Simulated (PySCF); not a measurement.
Method: TPSSh-D3(BJ)/def2-TZVP // CAM-B3LYP-D3(BJ)/def2-TZVP run with PySCF. Gas-phase values, no solvent. One relaxed conformer stands for a flexible species; it need not be the lowest. Excitations are Tamm–Dancoff values on a coarser integration grid. The basis has no diffuse functions, so Rydberg states are missing or too high.

Reference species (SMILES): `[OH][In]([OH])[SH]` (neutral, multiplicity 1).

```json
{
  "HOMO": "-7.17 eV",
  "S1–T1 gap (TDA)": "0.34 eV",
  "T1 excitation (TDA)": "4.13 eV"
}
```

Changed species: `[SH][In]([SH])[SH]` (3 of 3 OH replaced by SH; the reference has 1 of 3 OH replaced by SH).

Q: Give the shifts of the HOMO, S1–T1 gap (TDA) and T1 excitation (TDA).

A: the HOMO rises by 0.20 eV, to -6.97 eV; the S1–T1 gap (TDA) decreases by 0.05 eV, to 0.29 eV; the T1 excitation (TDA) falls by 0.05 eV, to 4.08 eV.
